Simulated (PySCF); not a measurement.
Electron correlation in O⁺ (oxygen, charge +1)

[He] 2s2 2p3, high-spin 4S determinant. Calculation: PySCF 2.14, in aug-cc-pCVQZ-DK; the spin-free X2C one-electron Hamiltonian (Gaussian nucleus). Frozen: 1s2; 5 electrons correlated.

MP2 pair energies summed by pair of shells (mhartree):

| pair | energy | share (%) |
| --- | --- | --- |
| 2s-2p | -71.92 | 66.1 |
| 2p-2p | -25.02 | 23.0 |
| 2s-2s | -11.92 | 10.9 |

Total MP2 correlation energy: -108.86 mhartree.

Same-spin part -31.95 and opposite-spin part -76.91 mhartree; SCS-MP2 scales them by 1/3 and 6/5 to -102.94 mhartree.
